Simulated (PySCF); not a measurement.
Cartesian coordinates (Å):
```xyz
5

N     -1.2584     0.0029     0.5823
C     -0.0902     0.2896     0.2647
C      0.9777     0.1195    -0.5237
O      2.0610     0.3042    -0.9116
H     -1.6902    -0.7162    -0.0070
```
Charge 0, spin multiplicity 1.

Task: Give the total energy, LUMO and HOMO–LUMO gap at the level PBE0-D3(BJ)/def2-TZVP in PySCF 2.14.0.

Result: 
```json
{
  "total_energy": "-5619.86 eV",
  "LUMO": "-3.40 eV",
  "HOMO–LUMO gap": "3.16 eV"
}
```
